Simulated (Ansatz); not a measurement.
```yaml
crystal:
  periodic: [false, false, false]
  atoms:
    - {symbol: Au, position_ang: [0.000028, 0.000013, 0.000006]}
    - {symbol: Cl, position_ang: [-0.017331, -0.021733, 2.320029]}
    - {symbol: Cl, position_ang: [0.017303, 0.021711, -2.320035]}
basis:
  gaussian: {orbitals: def2-SVPD}
total_charge: -1
magnetization: {spin_polarized: true, initial_magnetization: 2}
hamiltonian: {xc: {name: B3LYP}, dispersion: d3bj}
scf: {omitted_lower_state_checks: [starts]}
output: {forces: true}
```

```sh
$ ansatz run in.yaml --threads 4 --pin off --events-out ev --progress --plain --max-ram 3916MiB
```

Shortened log:

```
Functional definition: B3LYP
817 factors; integrals over basis functions are off by at most 5.3e-4 eV
mean field evaluation 1: about -28728.0492 eV, gradient 3.5e1 eV
mean field evaluation 2: about -28714.1427 eV, gradient 6.1e1 eV
mean field evaluation 4: about -28734.2643 eV, gradient 3.4e0 eV
mean field evaluation 8: about -28734.4358 eV, gradient 1.4e-1 eV
mean field evaluation 16: about -28734.4359 eV, gradient 1.8e-4 eV
mean field evaluation 32: about -28734.4359 eV, gradient 8.4e-9 eV
mean field -28734.43592129 eV, -1055.9710432071 hartree, gradient 8.4e-9 eV, S^2 2.004370; 0 other end points of the search recorded, 0 dependent functions left out
reference -28734.43612061 eV, -1055.9710505321 hartree; 28, 26 occupied and 61, 63 virtual orbitals, 817 factors
Total energy: -28734.59353696 eV, -1055.9768354763 hartree
Atom 0 at     0.000028     0.000013     0.000006 Å, force     0.000190     0.000110    -0.000184 eV/Å
Atom 1 at    -0.017331    -0.021733     2.320029 Å, force    -0.017910    -0.022401     2.386795 eV/Å
Atom 2 at     0.017303     0.021711    -2.320035 Å, force     0.017720     0.022291    -2.386612 eV/Å
Dipole moment:     0.000004     0.000002     0.000014 e Å
Checks for a lower state left out: starts
```

It took 19 s on 4 threads of Arm Neoverse V2 on a shared host.

In the def2 sets Au takes a core potential; there is no spin–orbit coupling. B3LYP takes the VWN-RPA correlation.

The dipole of an ion depends on the origin.
